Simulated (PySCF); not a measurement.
# Ti²⁺ (titanium, charge +2): UHF calculation

Configuration: [Ar] 3d2, high-spin 3F determinant. All numbers are calculated (PySCF 2.14, scalar relativity by spin-free X2C-1e, in x2c-SVPall).

```json
{"Total energy": "-851.929507 hartree", "One-electron energy": "-1155.7235 hartree", "Hartree (Coulomb) energy": "344.9282 hartree", "Exchange energy": "-41.1342 hartree", "⟨S²⟩": "2.0018", "⟨L²⟩": "12.027", "Sum of ⟨r⟩": "13.86 bohr", "Sum of ⟨r²⟩": "16.46 bohr²", "Langevin diamagnetic susceptibility": "-13.0 ×10⁻⁶ cm³/mol", "Time after the integrals": "0.12 s of wall time on 1 thread of Neoverse-V1 (shared host)"}
```

```json
{"shell": "1s α", "electrons": "1", "mean orbital energy (hartree)": "-184.97702", "rms radius, mean of both spins (bohr)": "0.0805"}
{"shell": "1s β", "electrons": "1", "mean orbital energy (hartree)": "-184.97675", "rms radius, mean of both spins (bohr)": "0.0805"}
{"shell": "2s α", "electrons": "1", "mean orbital energy (hartree)": "-22.24681", "rms radius, mean of both spins (bohr)": "0.350"}
{"shell": "2s β", "electrons": "1", "mean orbital energy (hartree)": "-22.21234", "rms radius, mean of both spins (bohr)": "0.350"}
{"shell": "2p α", "electrons": "3", "mean orbital energy (hartree)": "-18.42285", "rms radius, mean of both spins (bohr)": "0.320"}
{"shell": "2p β", "electrons": "3", "mean orbital energy (hartree)": "-18.38758", "rms radius, mean of both spins (bohr)": "0.320"}
{"shell": "3s α", "electrons": "1", "mean orbital energy (hartree)": "-3.54687", "rms radius, mean of both spins (bohr)": "1.08"}
{"shell": "3s β", "electrons": "1", "mean orbital energy (hartree)": "-3.41530", "rms radius, mean of both spins (bohr)": "1.08"}
{"shell": "3p α", "electrons": "3", "mean orbital energy (hartree)": "-2.46192", "rms radius, mean of both spins (bohr)": "1.18"}
{"shell": "3p β", "electrons": "3", "mean orbital energy (hartree)": "-2.29934", "rms radius, mean of both spins (bohr)": "1.18"}
{"shell": "3d α", "electrons": "2", "mean orbital energy (hartree)": "-1.02266", "rms radius, mean of both spins (bohr)": "1.56"}
```

Densities and radii are taken from the X2C orbitals without a picture-change correction, which distorts them close to the nucleus.
